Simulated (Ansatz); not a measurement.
`C[SiH](C)Br` + H₂ → `C[SiH2]C` + HBr at 600 K and 1 bar (hydrogenolysis of the Si–Br bond).

Calculated with Ansatz (gas phase, PBE0-D4/def2-TZVP geometries, no zero-point term in ΔE). CBS: MP2 limit from def2 TZ/QZ plus the TZ coupled-cluster correction, frozen cores. This one scheme is used for every species. For Br outer-core shells are correlated without core-valence functions, which leaves a few kJ/mol of doubt a bond. Scalar relativity is left out up to krypton.

```
      species  CCSD(T)/CBS energy (Eh)  H − E (kJ/mol)  S (J/(mol·K))
`C[SiH](C)Br`              -2942.79434           280.2          437.9
           H₂                 -1.17544            43.9          150.8
   `C[SiH2]C`               -370.01595           290.4          379.7
          HBr              -2573.91920            33.5          219.1
```

H − E and S are ideal-gas, rigid-rotor, harmonic terms from PBE0-D4/def2-TZVP. The MP2-based limit puts H₂ 0.8 mEh under its directly extrapolated value; such offsets cancel only in part. 1 Eh = 2625.50 kJ/mol, R = 8.31446 J/(mol·K).

Question: By hand: ΔE, ΔH, ΔS and ΔG.

Answer: ΔE = (-370.01595) + (-2573.91920) − (-2942.79434) − (-1.17544) = 0.03463 Eh = 90.9 kJ/mol. Δ(H − E) = 290.4 + 33.5 − 280.2 − 43.9 = -0.2, so ΔH = 90.7 kJ/mol. ΔS = 379.7 + 219.1 − 437.9 − 150.8 = 10.1 J/(mol·K). ΔG = 90.7 − 600 × (10.1)/1000 = 84.6 kJ/mol.

Question: By hand: the equilibrium constant, and the temperature at which ΔG would vanish if ΔH and ΔS stayed fixed.

Answer: log₁₀ K = −ΔG/(RT ln 10) = -7.4. ΔG = 0 at ΔH/ΔS = 8980 K, far beyond where these terms or the molecules hold.

The number of gas molecules stays the same, so ΔS is small and ΔH decides. A doubt of 5 kJ/mol in ΔE shifts log₁₀ K by 0.4 here. These are equilibria of isolated gas molecules and say nothing of rates. Largest T1 diagnostic: 0.009 (customary marks: 0.02 for closed shells, 0.045 for open ones).
